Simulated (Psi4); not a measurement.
Psi4 input (wB97X-D/6-31G*):

```
memory 1500 MB

molecule {
0 2
O    -1.99872700   -0.89920800   -0.21622000
B    -0.88757300   -0.09985300   -0.24921900
O    -0.96309500    1.14477100   -0.80927000
O     0.30210900   -0.53409300    0.27211600
Si    1.79177700    0.17984000    0.41991500
H    -1.83156700   -1.75132900    0.19781900
H    -1.84048900    1.35392200   -1.14422100
H     1.67354700    1.46821800    1.15584700
H     2.62920300   -0.78107200    1.18484100
symmetry c1
no_reorient
no_com
}

set {
  basis 6-31G*
  reference uks
  scf_type pk
  dft_radial_points 99
  dft_spherical_points 590
  e_convergence 1e-8
  d_convergence 1e-7
  maxiter 150
}

e = energy('wb97x-d')
print_out(f'\nFINAL {e:.10f} DIPOLE {variable("CURRENT DIPOLE")[0]:.6f} {variable("CURRENT DIPOLE")[1]:.6f} {variable("CURRENT DIPOLE")[2]:.6f}\n')
```

Output:

```
   => Loading Basis Set <=

    Name: 6-31G*
    Role: ORBITAL
    Keyword: BASIS
    atoms 1, 3-4 entry O          line   145 file 6-31gs.gbs
    atoms 2      entry B          line    94 file 6-31gs.gbs
    atoms 5      entry SI         line   268 file 6-31gs.gbs
    atoms 6-9    entry H          line    44 file 6-31gs.gbs

   => WB97X-D: Empirical Dispersion <=

    Chai and Head-Gordon Dispersion Correction
    Chai, J.-D.; Head-Gordon, M. (2010), J. Chem. Phys., 132: 6615-6620

        s6 =       1.000000

         ---------------------------------------------------------
                                   SCF
               by Justin Turney, Rob Parrish, Andy Simmonett
                          and Daniel G. A. Smith
                              UKS Reference
         ---------------------------------------------------------

  ==> Geometry <==

    Molecular point group: c1
    Full point group: C1

    Geometry (in Angstrom), charge = 0, multiplicity = 2:

       Center              X                  Y                   Z               Mass
    ------------   -----------------  -----------------  -----------------  -----------------
         O           -1.998727000000    -0.899208000000    -0.216220000000    15.994914619570
         B           -0.887573000000    -0.099853000000    -0.249219000000    11.009305360000
         O           -0.963095000000     1.144771000000    -0.809270000000    15.994914619570
         O            0.302109000000    -0.534093000000     0.272116000000    15.994914619570
         SI           1.791777000000     0.179840000000     0.419915000000    27.976926534650
         H           -1.831567000000    -1.751329000000     0.197819000000     1.007825032230
         H           -1.840489000000     1.353922000000    -1.144221000000     1.007825032230
         H            1.673547000000     1.468218000000     1.155847000000     1.007825032230
         H            2.629203000000    -0.781072000000     1.184841000000     1.007825032230

  Running in c1 symmetry.

  Rotational constants: A =      0.31263  B =      0.07950  C =      0.06404 [cm^-1]
  Rotational constants: A =   9372.49328  B =   2383.20160  C =   1919.80482 [MHz]
  Nuclear repulsion =  212.722144227164819

  Charge       = 0
  Multiplicity = 2
  Electrons    = 47
  Nalpha       = 24
  Nbeta        = 23

  ==> Algorithm <==

  SCF Algorithm Type is PK.
  DIIS enabled.
  MOM disabled.
  Fractional occupation disabled.
  Guess Type is SAD.
  Energy threshold   = 1.00e-08
  Density threshold  = 1.00e-07
  Integral threshold = 1.00e-12

  ==> Primary Basis <==

  Basis Set: 6-31G*
    Blend: 6-31G*
    Number of shells: 40
    Number of basis functions: 87
    Number of Cartesian functions: 87
    Spherical Harmonics?: false
    Max angular momentum: 2

  ==> DFT Potential <==

   => LibXC <=

    Version 7.1.2
    S. Lehtola, C. Steigemann, M. J. T. Oliveira, and M. A. L. Marques,  SoftwareX 7, 1–5 (2018) (10.1016/j.softx.2017.11.002)

   => Composite Functional: WB97X-D <=

    wB97X-D Hyb-GGA Exchange-Correlation Functional

    J.-D. Chai and M. Head-Gordon,  Phys. Chem. Chem. Phys. 10, 6615–6620 (2008) (10.1039/B810189B)

    Deriv               =              1
    GGA                 =           TRUE
    Meta                =          FALSE

    Exchange Hybrid     =           TRUE
    MP2 Hybrid          =          FALSE

   => Exchange-Correlation Functionals <=

    1.0000   wB97X-D range-separated functional

   => Exact (HF) Exchange <=

    0.7780            HF,LR [omega = 0.2000]
    0.2220               HF

   => LibXC Density Thresholds  <==

    XC_HYB_GGA_XC_WB97X_D:  1.00E-14

   => Molecular Quadrature <=

    Radial Scheme          =       TREUTLER
    Pruning Scheme         =           NONE
    Nuclear Scheme         =       TREUTLER

    Blocking Scheme        =         OCTREE
    BS radius alpha        =              1
    Pruning alpha          =              1
    Radial Points          =             99
    Spherical Points       =            590
    Total Points           =         499006
    Total Blocks           =           3550
    Max Points             =            256
    Max Functions          =             85
    Weights Tolerance      =       1.00E-15

  ==> Integral Setup <==

  Using in-core PK algorithm.
   Calculation information:
      Number of atoms:                   9
      Number of AO shells:              40
      Number of primitives:            103
      Number of atomic orbitals:        87
      Number of basis functions:        87

      Integral cutoff                 1.00e-12
      Number of threads:                 1

  Performing in-core PK
  Using 21986118 doubles for integral storage.
  We computed 297083 shell quartets total.
  Whereas there are 336610 unique shell quartets.

  Computing range-separated integrals for PK
  We computed 297083 wK shell quartets total.
  Whereas there are 336610 wK unique shell quartets.

  ==> DiskJK: Disk-Based J/K Matrices <==

    J tasked:                  Yes
    K tasked:                  Yes
    wK tasked:                 Yes
    Omega:               2.000E-01
    Schwarz Cutoff:          1E-12


  Cached 50.0% of DFT collocation blocks in 0.499 [GiB].

  Minimum eigenvalue in the overlap matrix is 7.3852315175E-03.
  Reciprocal condition number of the overlap matrix is 1.1054824083E-03.
    Using symmetric orthogonalization.

  ==> Pre-Iterations <==

  SCF Guess: Superposition of Atomic Densities via on-the-fly atomic UHF (no occupation information).

   -------------------------
    Irrep   Nso     Nmo
   -------------------------
     A         87      87
   -------------------------
    Total      87      87
   -------------------------

  ==> Iterations <==

                        Total Energy        Delta E     RMS |[F,P]|

   @UKS iter SAD:  -541.44057047342017   -5.41441e+02   0.00000e+00
   @UKS iter   1:  -542.17565225305157   -7.35082e-01   9.90994e-03 ADIIS/DIIS
   @UKS iter   2:  -542.15953852220719    1.61137e-02   1.05090e-02 ADIIS/DIIS
   @UKS iter   3:  -542.44772361641242   -2.88185e-01   6.42035e-04 ADIIS/DIIS
   @UKS iter   4:  -542.44857348737924   -8.49871e-04   3.98001e-04 ADIIS/DIIS
   @UKS iter   5:  -542.44902691387233   -4.53426e-04   6.63777e-05 DIIS
   @UKS iter   6:  -542.44904662503382   -1.97112e-05   1.21347e-05 DIIS
   @UKS iter   7:  -542.44904831529959   -1.69027e-06   4.40319e-06 DIIS
   @UKS iter   8:  -542.44904860852682   -2.93227e-07   1.54529e-06 DIIS
   @UKS iter   9:  -542.44904864586226   -3.73354e-08   6.19217e-07 DIIS
   @UKS iter  10:  -542.44904865009846   -4.23620e-09   3.69003e-07 DIIS
   @UKS iter  11:  -542.44904865089370   -7.95239e-10   9.15327e-08 DIIS
  Energy and wave function converged.

  ==> Post-Iterations <==

   Electrons on quadrature grid:
      Nalpha   =   23.9999998453 ; deviation = -1.547e-07
      Nbeta    =   22.9999998400 ; deviation = -1.600e-07
      Ntotal   =   46.9999996853 ; deviation = -3.147e-07

   @Spin Contamination Metric:   1.254187788E-03
   @S^2 Expected:                7.500000000E-01
   @S^2 Observed:                7.512541878E-01
   @S   Expected:                5.000000000E-01
   @S   Observed:                5.000000000E-01

    Orbital Energies [Eh]
    ---------------------

    Alpha Occupied:

       1A    -66.303910     2A    -19.282406     3A    -19.280713
       4A    -19.280157     5A     -6.919248     6A     -5.417766
       7A     -3.764917     8A     -3.762303     9A     -3.759868
      10A     -1.148890    11A     -1.106768    12A     -1.098446
      13A     -0.680486    14A     -0.644147    15A     -0.631604
      16A     -0.544026    17A     -0.507236    18A     -0.485275
      19A     -0.458551    20A     -0.447013    21A     -0.435502
      22A     -0.404805    23A     -0.403407    24A     -0.279114

    Alpha Virtual:

      25A      0.089222    26A      0.153701    27A      0.171320
      28A      0.174532    29A      0.193724    30A      0.199754
      31A      0.254676    32A      0.298519    33A      0.320431
      34A      0.340886    35A      0.406965    36A      0.422476
      37A      0.447523    38A      0.511733    39A      0.578023
      40A      0.642697    41A      0.664901    42A      0.674509
      43A      0.717159    44A      0.750784    45A      0.814624
      46A      0.891048    47A      0.901424    48A      0.942971
      49A      1.005382    50A      1.041601    51A      1.056498
      52A      1.058479    53A      1.154529    54A      1.194493
      55A      1.201857    56A      1.212303    57A      1.263106
      58A      1.294847    59A      1.307435    60A      1.364054
      61A      1.399330    62A      1.544484    63A      1.596227
      64A      1.627378    65A      1.695688    66A      1.758719
      67A      1.823263    68A      1.829726    69A      1.831103
      70A      1.942293    71A      2.006526    72A      2.151490
      73A      2.342488    74A      2.430419    75A      2.475009
      76A      2.489197    77A      2.548874    78A      2.758206
      79A      2.818139    80A      2.937372    81A      2.964705
      82A      3.015155    83A      3.046077    84A      3.680372
      85A      3.902238    86A      4.029329    87A      4.111155

    Beta Occupied:

       1A    -66.300849     2A    -19.282309     3A    -19.280134
       4A    -19.278598     5A     -6.919249     6A     -5.414413
       7A     -3.760519     8A     -3.757827     9A     -3.755940
      10A     -1.147580    11A     -1.106616    12A     -1.093780
      13A     -0.674326    14A     -0.639524    15A     -0.629447
      16A     -0.530147    17A     -0.501032    18A     -0.480299
      19A     -0.457672    20A     -0.443339    21A     -0.423836
      22A     -0.403557    23A     -0.397482

    Beta Virtual:

      24A     -0.028771    25A      0.098351    26A      0.162177
      27A      0.174405    28A      0.183034    29A      0.199160
      30A      0.204475    31A      0.255376    32A      0.302359
      33A      0.330854    34A      0.358476    35A      0.410335
      36A      0.427707    37A      0.452166    38A      0.514705
      39A      0.591546    40A      0.645075    41A      0.667421
      42A      0.703718    43A      0.750195    44A      0.772045
      45A      0.824879    46A      0.892955    47A      0.907030
      48A      0.952010    49A      1.005703    50A      1.042136
      51A      1.056907    52A      1.060545    53A      1.160627
      54A      1.202086    55A      1.207010    56A      1.216840
      57A      1.265946    58A      1.295581    59A      1.309678
      60A      1.368268    61A      1.401150    62A      1.545128
      63A      1.597015    64A      1.627736    65A      1.697064
      66A      1.759495    67A      1.823806    68A      1.829968
      69A      1.831764    70A      1.948002    71A      2.008513
      72A      2.153243    73A      2.344991    74A      2.430758
      75A      2.476636    76A      2.490362    77A      2.549590
      78A      2.758868    79A      2.819782    80A      2.938663
      81A      2.965434    82A      3.027549    83A      3.053531
      84A      3.680934    85A      3.903188    86A      4.030147
      87A      4.112527

    Final Occupation by Irrep:
              A
    DOCC [    23 ]
    SOCC [     1 ]
    NA   [    24 ]
    NB   [    23 ]

  @UKS Final Energy:  -542.44904865089370

   => Energetics <=

    Nuclear Repulsion Energy =            212.7221442271648186
    One-Electron Energy =               -1171.2681572157098344
    Two-Electron Energy =                 453.1887413112322065
    DFT Exchange-Correlation Energy =     -37.0895348172969150
    Empirical Dispersion Energy =          -0.0022421562839903
    VV10 Nonlocal Energy =                  0.0000000000000000
    Total Energy =                       -542.4490486508937011

  UHF NO Occupations:
  HONO-2 :   22  A 1.9999386
  HONO-1 :   23  A 1.9995223
  HONO-0 :   24  A 1.0000000
  LUNO+0 :   25  A 0.0004777
  LUNO+1 :   26  A 0.0000614
  LUNO+2 :   27  A 0.0000565
  LUNO+3 :   28  A 0.0000197

Computation Completed

Properties will be evaluated at   0.000000,   0.000000,   0.000000 [a0]

Properties computed using the SCF density matrix

 Multipole Moments:

 ------------------------------------------------------------------------------------
     Multipole            Electronic (a.u.)      Nuclear  (a.u.)        Total (a.u.)
 ------------------------------------------------------------------------------------

 L = 1.  Multiply by 2.5417464519 to convert [e a0] to [Debye]
 Dipole X            :         -0.2540047            0.0000057           -0.2539990
 Dipole Y            :         -0.2354751           -0.0000113           -0.2354865
 Dipole Z            :          0.0488831            0.0000170            0.0489001
 Magnitude           :                                                    0.3498008

 ------------------------------------------------------------------------------------

FINAL -542.4490486509 DIPOLE -0.253999 -0.235486 0.048900

*** Psi4 exiting successfully. Buy a developer a beer!
```

The geometry given is a B3LYP-D3(BJ)/def2-TZVP minimum.
